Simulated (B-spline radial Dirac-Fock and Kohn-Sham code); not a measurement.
These are calculated numbers from an atomic code on a B-spline grid; the model is Dirac-Fock ΔSCF + Breit + QED. Free neutral atoms.

Task: Order these X-ray lines by photon energy, lowest first.
A. K Lβ4
B. V Lℓ
C. Sc Lℓ
D. Ti Lβ6
E. Ti Lℓ
F. Ar Lβ4

Result: F (312.2 eV), C (343.6 eV), A (362.1 eV), E (391.7 eV), B (442.6 eV), D (460.9 eV).
